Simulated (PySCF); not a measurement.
Computed shifts of a molecule C₂H₆O₃Si, PBE/pcSseg-1 run with PySCF, GIAO, gas phase, equivalent atoms averaged, in ppm (number of nuclei): ²⁹Si: -20.2 (1). ¹³C: 175.9 (1), 24.9 (1). ¹H: 5.83 (1), 5.50 (1), 2.30 (3), 1.87 (1). References: ²⁹Si against TMS (σ = 335.4 ppm); ¹⁷O against H2O (σ = 334.3 ppm); ¹³C against TMS (σ = 182.0 ppm); ¹H against TMS (σ = 31.49 ppm), references at their B3LYP-D3(BJ)/def2-TZVP geometries, non-relativistic. Geometry optimised at B3LYP-D3(BJ)/def2-SVP. The values are those of a single conformer.

Question: Which structure fits?
(A) CC(=O)O[SiH2]O
(B) O=C[Si@H](O)CO
(C) O=CO[SiH2]CO
(D) O[Si]1(O)CCO1

Answer: A, CC(=O)O[SiH2]O
